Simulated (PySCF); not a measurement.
## Structure from 2D NMR

Compound of formula C₄H₁₂Si₃. Correlations simulated from computed shifts and the bond graph:

HSQC (one-bond C–H):
| δH | δC |
| --- | --- |
| 7.09 | 154.3 |
| 7.03 | 155.1 |
| 0.71 | -2.2 |
| 0.43 | -2.2 |

COSY cross peaks (H two or three bonds apart, from the bond graph; peaks can be absent where the dihedral angle is near 90°):
| δH | δH |
| --- | --- |
| 7.09 | 7.03 |
| 7.09 | 4.18 |
| 7.03 | 4.28 |
| 4.28 | 2.02 |
| 2.02 | 0.71 |
| 2.02 | 0.43 |
| 0.71 | 0.43 |

HMBC (two and three bonds, from the bond graph):
| δH | δC |
| --- | --- |
| 7.09 | 155.1 |
| 7.03 | 154.3 |
| 4.28 | 155.1, 154.3, -2.2 |
| 4.18 | 155.1, 154.3 |
| 2.02 | 155.1, -2.2 |
| 0.71 | -2.2 |
| 0.43 | -2.2 |

One computed conformer, gas phase, relativity neglected, fast rotation and ring inversion assumed for equivalent nuclei. PBE0/pcSseg-1 with gauge-including orbitals; geometry from GFN2-xTB; PySCF 2.14.

Chemical shifts δ = σref − σ; 1H, 13C vs TMS, all at this level.

Exchangeable hydrogens are left out of these lists.

Problem. Which molecule is this?

Solution. `[SiH3]/C=C/[SiH2][SiH]1CC1`.

Structure with atom numbers: `[SiH3:1]/[CH:2]=[CH:3]/[SiH2:4][SiH:5]1[CH2:6][CH2:7]1`. Hydrogens are named by the atom that carries them. Ha(C6), Ha(C7) are cis to Si4 on the ring; Hb(C6), Hb(C7) are trans to Si4 on the ring.

- δC 155.1 is C3, an alkene CH (δH 7.03).
- δC 154.3 is C2, an alkene CH (δH 7.09).
- δC -2.2 is C6/C7, a three-membered-ring carbon (δH 0.71, 0.43).
- COSY links 7.09–7.03, 7.09–4.18, 7.03–4.28, 4.28–2.02, 2.02–0.71, 2.02–0.43.

This is the structure that produced the data.

Shifts are as computed. Against solution values, carbons near 30 ppm lie about +3 ppm off and those near 130 ppm about +5 ppm. Of 1211 compounds with measured shifts, 218 miss one by over three times the rms of a fit or turn the order of signals round; such compounds aren't used in these exercises.
